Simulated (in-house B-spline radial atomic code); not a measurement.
A fraction x of an electron is removed from 4p in the zirconium ion Zr⁺, starting from [Kr] 4d2 5s1 and keeping the highest spin. Computed with a radial B-spline atomic code at the basis-set limit: scalar-relativistic (X2C) LC-wPBE, spin-polarised, spherical fractional occupations, Fermi nucleus of rms radius 4.2694 fm.

Caution: exact exchange at fractional occupations of open shells leaves self-interaction of up to several eV.

```csv
x,E(x) - E(0) (eV),4p down level (eV)
0,0.0000,-43.765
0.12,5.3076,-44.699
0.19,8.4561,-45.259
0.34,15.3368,-46.491
0.49,22.4056,-47.764
0.5,22.8837,-47.851
0.62,28.6884,-48.898
0.66,?,?
0.86,40.6811,-51.054
0.88,?,?
1,47.9189,-52.346
```

(1) What belongs in the row x = 0.66?

(2) What belongs in the row x = 0.88?

(3) Check Janak's theorem between x = 0.12 and 0.19.

## Answers

(1) An energy change of 30.6513 eV; 4p down at -49.252 eV.

(2) An energy change of 41.7040 eV; 4p down at -51.237 eV.

(3) The slope of the energy is 44.98 eV; the orbital levels give 44.98 eV (-ε of the emptying orbital, averaged over the two points).
